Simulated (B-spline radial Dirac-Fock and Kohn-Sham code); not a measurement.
ΔSCF core binding energies without Breit or QED terms, calculated with an atomic code on a B-spline grid.

A sound run for Al⁶⁺ in the configuration [He] 2s2 2p3: The ground state converged in 8 iterations, with total energy -223.26513 Ha, virial ratio 1.99598 and highest orbital energy -238.02 eV. ΔSCF binding energies: K (1s) 1763.3 eV. Holes are computed only in closed shells, and unreliable hole states are left out.

A second run, with one unsound setting: The ground state had not converged after 74 iterations, with total energy -223.26482 Ha, virial ratio 1.99456 and highest orbital energy -237.84 eV. ΔSCF binding energies: K (1s) 1763.3 eV (not all states converged, so these are not final). Holes are computed only in closed shells, and unreliable hole states are left out.

```
iter   energy (Ha)        error
   1     -220.22390434  6.89e-01
   2     -223.22624739  8.26e-02
   3     -223.22877723  7.98e-02
   4     -223.23114240  7.71e-02
   5     -223.23335361  7.45e-02
   6     -223.23542089  7.20e-02
   7     -223.23735363  6.95e-02
   8     -223.23916058  6.72e-02
   9     -223.24084994  6.49e-02
  17     -223.25095311  4.93e-02
  25     -223.25685109  3.75e-02
  33     -223.26029437  2.85e-02
  41     -223.26230469  2.17e-02
  49     -223.26347846  1.65e-02
  57     -223.26416385  1.25e-02
  65     -223.26456412  9.53e-03
  73     -223.26479790  7.25e-03
  74     -223.26481925  7.00e-03
```

**Question.** Which fault fits the second run best?
A. damping too heavy
B. too few quadrature points
C. box too small
D. spline order too low

**Answer.** A. The input had damp = 0.97; ndamp = 100: damp is so close to 1 that the orbitals hardly move in each step.
